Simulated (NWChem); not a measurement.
System: C₅H₅ cation

NWChem printed, in part:

```
             Northwest Computational Chemistry Package (NWChem) 7.3.0
             --------------------------------------------------------

                             Geometry "geometry" -> ""
                             -------------------------

 Output coordinates in angstroms (scale by  1.889725989 to convert to a.u.)

  No.       Tag          Charge          X              Y              Z
 ---- ---------------- ---------- -------------- -------------- --------------
    1 C                    6.0000    -1.16523200    -0.00173000     0.00000000
    2 C                    6.0000    -0.35464200     1.20673700     0.00000000
    3 C                    6.0000     0.94117000     0.79190200     0.00000000
    4 C                    6.0000     0.94311800    -0.78914400     0.00000000
    5 C                    6.0000    -0.35180300    -1.20758000     0.00000000
    6 H                    1.0000    -2.27119900    -0.00290400     0.00000000
    7 H                    1.0000    -0.74100900     2.23345900     0.00000000
    8 H                    1.0000     1.85419400     1.40684200     0.00000000
    9 H                    1.0000     1.85736800    -1.40221800     0.00000000
   10 H                    1.0000    -0.73466500    -2.23563100     0.00000000

 Effective nuclear repulsion energy (a.u.)     146.3971311534

                                 NWChem DFT Module
                                 -----------------

 Summary of "ao basis" -> "ao basis" (spherical)
 ------------------------------------------------------------------------------
       Tag                 Description            Shells   Functions and Types
 ---------------- ------------------------------  ------  ---------------------
 C                           6-31g*                  6       14   3s2p1d
 H                           6-31g*                  2        2   2s

 in cosmo_initialize ...
 calling solv_data for solv:dioxane

 solvent parameters
 solvname_short: dioxane
 solvname_long:  1,4-dioxane
 dielec:        2.2099
 dielecinf:     2.0232
 nonaqueous SMD model solvent descriptors
 dielec:        2.2099
 sola:          0.0000
 solb:          0.6400
 solc:          0.0000
 solg:         47.1400
 solh:          0.0000
 soln:          1.4224

          ---------------
          -cosmo- solvent
          ---------------
 Cosmo: York-Karplus, doi: 10.1021/jp992097l
 dielectric constant -eps-     =   2.21
 screen = (eps-1)/(eps    )    =   0.54749
 surface charge correction     = lagrangian

   van der Waals surface
 --------------------------

 ---------- ATOMIC COORDINATES (A.U.) ------------ VDWR(ANG.) --
     1   -2.20196919   -0.00326923    0.00000000     1.850
     2   -0.67017620    2.28040227    0.00000000     1.850
     3    1.77855341    1.49647779    0.00000000     1.850
     4    1.78223459   -1.49126593    0.00000000     1.850
     5   -0.66481127   -2.28199531    0.00000000     1.850
     6   -4.29194378   -0.00548776    0.00000000     1.200
     7   -1.40030397    4.22062552    0.00000000     1.200
     8    3.50391859    2.65854589    0.00000000     1.200
     9    3.50991658   -2.64980780    0.00000000     1.200
    10   -1.38831554   -4.22473000    0.00000000     1.200
 number of segments per atom =        128
 number of   points per atom =        128
 atom (   nspa,  nppa )
 ----------------------
    1 (     48,     0 )       0
    2 (     52,     0 )       0
    3 (     50,     0 )       0
    4 (     50,     0 )       0
    5 (     52,     0 )       0
    6 (     56,     0 )       0
    7 (     56,     0 )       0
    8 (     56,     0 )       0
    9 (     56,     0 )       0
   10 (     56,     0 )       0
 number of -cosmo- surface points =      532
 molecular surface =    102.497 angstrom**2
 molecular volume  =     85.162 angstrom**3
 -lineq- algorithm             =   0
 -bem- low  level              =   3
 -bem- from -octahedral-
 gaussian surface charge width =   4.50000
 degree of switching           =   1.00000
 switching function tolerance  =   0.00010
 atomic radii =
 --------------
    1  6.000  1.850
    2  6.000  1.850
    3  6.000  1.850
    4  6.000  1.850
    5  6.000  1.850
    6  1.000  1.200
    7  1.000  1.200
    8  1.000  1.200
    9  1.000  1.200
   10  1.000  1.200
 ...... end of -cosmo- initialization ......

 nat:                    10
 ixmem:                  5529
 calling mnsol_interface()
 G(SMD-CDS) energy (kcal/mol)  =    -0.817
 SMD-CDS SASA (angstrom**2)    =   129.557

            General Information
            -------------------
          SCF calculation type: DFT
          Wavefunction type:  closed shell.
          No. of atoms     :    10
          No. of electrons :    34
           Alpha electrons :    17
            Beta electrons :    17
          Charge           :     1
          Spin multiplicity:     1
          Use of symmetry is: off; symmetry adaption is: off
          Maximum number of iterations: 150
          AO basis - number of functions:    80
                     number of shells:    40
          Convergence on energy requested:  1.00D-06
          Convergence on density requested:  1.00D-05
          Convergence on gradient requested:  5.00D-04

              XC Information
              --------------
                         PBE0 Method XC Functional
                     Hartree-Fock (Exact) Exchange  0.250
          PerdewBurkeErnzerhof Exchange Functional  0.750
            Perdew 1991 LDA Correlation Functional  1.000 local
           PerdewBurkeErnz. Correlation Functional  1.000 non-local

             Grid Information
             ----------------
          Grid used for XC integration:  medium
          Radial quadrature: Mura-Knowles
          Angular quadrature: Lebedev.
          Tag              B.-S. Rad. Rad. Pts. Rad. Cut. Ang. Pts.
          ---              ---------- --------- --------- ---------
          C                   0.70       49          10.0       434
          H                   0.35       45          11.0       434
          Grid pruning is: on
          Number of quadrature shells:   470
          Spatial weights used:  Erf1

      Superposition of Atomic Density Guess
      -------------------------------------

 Sum of atomic energies:        -190.79243344

 Renormalizing density from      35.00 to     34

      Non-variational initial energy
      ------------------------------

 Total energy =    -189.823468
 1-e energy   =    -529.512234
 2-e energy   =     193.291635
 HOMO         =      -0.559644
 LUMO         =      -0.489275

   convergence    iter        energy       DeltaE   RMS-Dens  Diis-err
 ---------------- ----- ----------------- --------- --------- ---------
     COSMO gas phase
 d= 0,ls=0.0,diis     1   -192.8368078491 -3.39D+02  9.98D-03  6.27D-01
 d= 0,ls=0.0,diis     2   -192.8635010677 -2.67D-02  5.73D-03  3.39D-01
 d= 0,ls=0.0,diis     3   -192.9045501308 -4.10D-02  1.16D-03  2.29D-02
 d= 0,ls=0.0,diis     4   -192.9071278469 -2.58D-03  4.12D-04  2.00D-03
 d= 0,ls=0.0,diis     5   -192.9073517816 -2.24D-04  1.55D-04  2.34D-04
  Resetting Diis
 d= 0,ls=0.0,diis     6   -192.9073801751 -2.84D-05  4.84D-05  3.97D-05
 d= 0,ls=0.0,diis     7   -192.9073858973 -5.72D-06  4.91D-06  1.04D-07
 d= 0,ls=0.0,diis     8   -192.9073859057 -8.32D-09  2.46D-06  4.72D-08

   convergence    iter        energy       DeltaE   RMS-Dens  Diis-err
 ---------------- ----- ----------------- --------- --------- ---------
     COSMO solvation phase
 d= 0,ls=0.0,diis     1   -192.9631885604 -5.58D-02  5.77D-04  2.49D-04
 d= 0,ls=0.0,diis     2   -192.9632375530 -4.90D-05  1.20D-04  1.25D-04
 d= 0,ls=0.0,diis     3   -192.9632487325 -1.12D-05  5.79D-05  3.49D-05
 d= 0,ls=0.0,diis     4   -192.9632530255 -4.29D-06  2.44D-05  8.85D-06
 d= 0,ls=0.0,diis     5   -192.9632541216 -1.10D-06  3.85D-06  2.91D-07
 d= 0,ls=0.0,diis     6   -192.9632541480 -2.65D-08  7.48D-07  2.77D-09

         Total DFT energy =     -192.963254148026
      One electron energy =     -536.608609134401
           Coulomb energy =      229.149619561859
    Exchange-Corr. energy =      -28.323612553824
 Nuclear repulsion energy =      146.397131153410

             COSMO energy =       -3.577783175071

 Numeric. integr. density =       33.999990189357

                                COSMO-SMD solvation results
                                ---------------------------

             internal energy in gas <Psi(g)|H|Psi(g)> =      -192.907385905667
         internal energy in solvent <Psi(s)|H|Psi(s)> =      -192.907308175563
                               delta internal energy  =         0.000077730104 (    0.05 kcal/mol)
   total free energy in solvent <Psi(s)|H+V/2|Psi(s)> =      -192.961951484685
 polarization energy contribution <Psi(s)|V/2|Psi(s)> =        -0.054643309121 (  -34.29 kcal/mol)
    total free energy in solvent including G(SMD-CDS) =      -192.963254148026
                       G(SMD-CDS) energy contribution =        -0.001302663341 (   -0.82 kcal/mol)
     1 M fixed-concentration free energy of solvation =        -0.055868242358 (  -35.06 kcal/mol)

                       DFT Final Molecular Orbital Analysis
                       ------------------------------------

 Vector   15  Occ=2.000000D+00  E=-5.082944D-01
              MO Center= -7.7D-02, -6.8D-04,  2.3D-09, r^2= 2.2D+00
   Bfn.  Coefficient  Atom+Function         Bfn.  Coefficient  Atom+Function
  ----- ------------  ---------------      ----- ------------  ---------------
     5      0.274853   1 C  pz               19      0.246973   2 C  pz
    61      0.247203   5 C  pz               33      0.234554   3 C  pz
    47      0.234742   4 C  pz                9      0.158451   1 C  pz
    23      0.137851   2 C  pz               65      0.137981   5 C  pz
    37      0.133388   3 C  pz               51      0.133517   4 C  pz

 Vector   16  Occ=2.000000D+00  E=-5.069479D-01
              MO Center=  5.6D-01,  3.4D-03, -2.2D-09, r^2= 2.9D+00
   Bfn.  Coefficient  Atom+Function         Bfn.  Coefficient  Atom+Function
  ----- ------------  ---------------      ----- ------------  ---------------
    32      0.366709   3 C  py               46     -0.366816   4 C  py
    36      0.160810   3 C  py               50     -0.160915   4 C  py
    18     -0.150019   2 C  py               60      0.149354   5 C  py
    73     -0.129907   7 H  s                75      0.129821   8 H  s
    77      0.129366   9 H  s                79     -0.129353  10 H  s

 Vector   17  Occ=2.000000D+00  E=-3.725745D-01
              MO Center=  1.2D-01,  1.4D-03, -5.1D-11, r^2= 2.5D+00
   Bfn.  Coefficient  Atom+Function         Bfn.  Coefficient  Atom+Function
  ----- ------------  ---------------      ----- ------------  ---------------
    19      0.340250   2 C  pz               61     -0.340129   5 C  pz
    33      0.269698   3 C  pz               47     -0.268916   4 C  pz
    23      0.248829   2 C  pz               65     -0.248806   5 C  pz
    37      0.183678   3 C  pz               51     -0.183091   4 C  pz

 Vector   18  Occ=0.000000D+00  E=-2.845522D-01
              MO Center= -6.5D-02, -1.0D-03, -2.0D-10, r^2= 2.5D+00
   Bfn.  Coefficient  Atom+Function         Bfn.  Coefficient  Atom+Function
  ----- ------------  ---------------      ----- ------------  ---------------
     5      0.431562   1 C  pz                9      0.340250   1 C  pz
    33     -0.304861   3 C  pz               47     -0.305811   4 C  pz
    37     -0.249060   3 C  pz               51     -0.249792   4 C  pz
    19      0.063689   2 C  pz               61      0.063153   5 C  pz
    23      0.055622   2 C  pz               65      0.055151   5 C  pz

 Vector   19  Occ=0.000000D+00  E=-6.289557D-02
              MO Center=  4.4D-01, -5.1D-03, -1.5D-10, r^2= 2.8D+00
   Bfn.  Coefficient  Atom+Function         Bfn.  Coefficient  Atom+Function
  ----- ------------  ---------------      ----- ------------  ---------------
    37      0.543112   3 C  pz               51     -0.544824   4 C  pz
    65      0.417874   5 C  pz               23     -0.413654   2 C  pz
    33      0.390160   3 C  pz               47     -0.391268   4 C  pz
    61      0.274459   5 C  pz               19     -0.271515   2 C  pz
    11     -0.032222   1 C  d -1

 Vector   20  Occ=0.000000D+00  E=-5.714933D-02
              MO Center= -4.0D-01,  5.5D-03, -2.1D-10, r^2= 2.8D+00
   Bfn.  Coefficient  Atom+Function         Bfn.  Coefficient  Atom+Function
  ----- ------------  ---------------      ----- ------------  ---------------
     9      0.552899   1 C  pz               23     -0.528982   2 C  pz
    65     -0.525737   5 C  pz                5      0.395507   1 C  pz
    19     -0.357589   2 C  pz               61     -0.355409   5 C  pz
    37      0.254141   3 C  pz               51      0.249481   4 C  pz
    33      0.154852   3 C  pz               47      0.151612   4 C  pz

     Multipole analysis of the density
     ---------------------------------

     L   x y z        total         alpha         beta         nuclear
     -   - - -        -----         -----         ----         -------
     0   0 0 0      1.000000    -17.000000    -17.000000     35.000000

     1   1 0 0     -0.106130     -0.091195     -0.091195      0.076260
     1   0 1 0     -0.001823     -0.001533     -0.001533      0.001243
     1   0 0 1     -0.000000     -0.000000     -0.000000      0.000000

     2   2 0 0    -10.485610    -64.933984    -64.933984    119.382358
     2   1 1 0     -0.001187      0.003307      0.003307     -0.007802
     2   1 0 1      0.000000      0.000000      0.000000      0.000000
     2   0 2 0    -13.503545    -76.240676    -76.240676    138.977807
     2   0 1 1     -0.000000     -0.000000     -0.000000      0.000000
     2   0 0 2    -21.564967    -10.782483    -10.782483      0.000000
```

Level: PBE0/6-31G* (spherical d), SMD on the gas-phase geometry. The geometry was optimised at PBE-D3(BJ)/def2-SVP. Solvent: 1,4-dioxane.

### Question
Write an input that gives this output.

### Answer
Several could match; the one computed here: the input that was run:
```
start job
memory heap 200 mb stack 900 mb global 1100 mb
charge 1
geometry units angstroms noautosym nocenter noautoz
  C     -1.165232    -0.001730     0.000000
  C     -0.354642     1.206737     0.000000
  C      0.941170     0.791902     0.000000
  C      0.943118    -0.789144     0.000000
  C     -0.351803    -1.207580     0.000000
  H     -2.271199    -0.002904     0.000000
  H     -0.741009     2.233459     0.000000
  H      1.854194     1.406842     0.000000
  H      1.857368    -1.402218     0.000000
  H     -0.734665    -2.235631     0.000000
end
basis spherical
  C library 6-31g*
  H library 6-31g*
end
dft
  xc pbe0
  iterations 150
end
cosmo
  do_cosmo_smd true
  solvent dioxane
end
task dft energy
```
